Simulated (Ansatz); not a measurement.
Basis sets compared for the cluster CaI₂⁺. Charge 1, multiplicity 2. Geometry r2SCAN-D4/def2-TZVP. Ansatz on 4 threads of Arm Neoverse V1 on a shared host; times are rough, and most runs start from earlier orbitals.

```xyz
3

Ca   -0.973    1.162    0.263
I    -0.793   -1.666   -0.070
I     1.766    0.504   -0.193
```

In the def2 sets I takes a core potential; there is no spin–orbit coupling. The structure comes from a short search, and lower isomers may exist.

| level | functions | energy (Eh) | HOMO (eV) | LUMO (eV) | wall time |
| --- | --- | --- | --- | --- | --- |
| PBE-D4/def2-SVP | 76 | -1272.5184 | -10.30 | -9.60 | 1.1 s |
| PBE0-D4/def2-SVP | 76 | -1272.6129 | -11.40 | -8.90 | 1.9 s |

Problem. Estimate the rows for PBE-D4/def2-TZVP, PBE0-D4/def2-TZVP (with forces).

Solution. 
```json
{"level": "PBE-D4/def2-TZVP", "functions": "136", "energy (Eh)": "-1272.6256", "HOMO (eV)": "-10.19", "LUMO (eV)": "-9.47", "wall time": "2.1 s"}
{"level": "PBE0-D4/def2-TZVP (with forces)", "functions": "136", "energy (Eh)": "-1272.7195", "HOMO (eV)": "-11.25", "LUMO (eV)": "-8.73", "wall time": "4.2 s"}
```
